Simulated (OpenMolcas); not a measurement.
Dy2+: effect of the metal basis and ligand basis

Dy2+ with 2 ligands (fluoride) in linear coordination (D∞h) at 2.12 Å.

```json
{
 "Program": "OpenMolcas 26.06",
 "Method": "CASSCF",
 "Spin-orbit coupling": "state interaction with AMFI integrals over the reference wave functions"
}
```

Fixed: active space 10 electrons in 7 orbitals (4f), DKH2 Hamiltonian.

States (labels by Λ). Energies in cm-1 above the lowest state or level, χT in cm3 K/mol.

```
Run   Metal basis  Ligand basis  Ground state  First state of that spin  First gap with spin-orbit (degeneracies)  Width of lowest J  χT at 300 K                      Cost
  A  ANO-RCC-VDZP  ANO-RCC-VDZP            5I                  5Φ 910.4                              607.5 (2, 2)               1220       13.418   roughly 80 core-seconds
  B  ANO-RCC-VTZP  ANO-RCC-VTZP            5I                   5H 1021                              667.8 (2, 2)               1339       13.349  roughly 2.2 core-minutes
```

Against A, the width of the lowest J multiplet changes by +9.8 % in B.

Costs are those of the RASSCF and RASSI steps.

High states are left out of the spin-orbit mixing, which shifts the levels that they would mix with. Without dynamic correlation the ligand-field splitting of an f shell can come out too small, at times by half. No measured value stands beside these numbers; the geometry was imposed, not optimised, and the real ion may take another.
